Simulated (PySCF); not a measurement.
Cl5Sb, charge -1, doublet, geometry from GFN2-xTB of the parent state (a state made from the parent by changing its charge; the spin is typed, not shown lowest) (core potentials on Sb) (a gas-phase anion, which may not be bound at this level).

Here is a job for PySCF.
```python
from pyscf import gto, scf, dft

mol = gto.Mole()
mol.atom = '''
    Sb   -0.000000    0.000000   -0.000000
    Cl    1.969498   -0.363960   -1.232708
    Cl    1.008436   -1.019389    1.912155
    Cl   -1.008436    1.019389   -1.912155
    Cl   -1.692244   -1.633030    0.021874
    Cl   -0.277254    1.996990    1.210834
'''
mol.basis = 'def2-svp'
mol.ecp = {'Sb': 'def2-svp'}
mol.charge = -1
mol.spin = 1
mol.verbose = 4
mol.build()

mf = dft.ROKS(mol)
mf.xc = 'tpss'
mf = mf.density_fit(auxbasis='def2-universal-jkfit')
mf.kernel()
```

Problem. Give the nuclear repulsion energy at the level DF-TPSS/def2-SVP (PySCF).

Solution. 855.3547 Eh

Problem. What is the computed Mulliken (on the basis functions themselves) charges in atom order (DF-TPSS/def2-SVP)?

Solution. Sb1 0.91, Cl2 -0.36, Cl3 -0.41, Cl4 -0.41, Cl5 -0.36, Cl6 -0.36

A gas-phase anion may not be bound at this level; its values then depend on the basis.

These values belong to the state on which the SCF converged, which isn't shown to be the lowest.

Problem. Roughly what does it cost on one core?

Solution. roughly 50 core-seconds.
